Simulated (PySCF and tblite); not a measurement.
Results of a calculation; reference values are marked as such.
2 diastereomers of C4H6BrFO, numbered alike:

```json
{"isomer": "A", "SMILES": "[F:1][C@@H:2]1[CH2:3][C@H:4]([Br:5])[CH2:6][O:7]1", "descriptors (one enantiomer)": "2R, 4S"}
{"isomer": "B", "SMILES": "[F:1][C@H:2]1[CH2:3][C@H:4]([Br:5])[CH2:6][O:7]1", "descriptors (one enantiomer)": "2S, 4S"}
```

Each isomer is a Boltzmann average at 298.15 K over at most 6 conformers: GFN2-xTB geometries, energies PBE0/def2-SVP (IEF-PCM, water) (D3(BJ) added where defined), GFN2-xTB thermal terms. Programs: PySCF with density fitting and tblite.

Equilibrium rotational constants and dipole components of each isomer's leading conformer, in random order:

| set | A (MHz) | B (MHz) | C (MHz) | abs μa | abs μb | abs μc (D) |
| --- | --- | --- | --- | --- | --- | --- |
| P | 5009 | 843 | 783 | 0.35 | 0.54 | 0.73 |
| Q | 4361 | 878 | 822 | 0.18 | 0.49 | 2.42 |

Q: Match sets and isomers.

A: P is B (C1), Q is A (C1).

The whole study took 3.3 min on 1 thread of Arm Neoverse V2, on a host shared with other jobs (rough), peak memory 0.92 GiB, launched as `OMP_NUM_THREADS=1 python ens_run.py task.json out`.
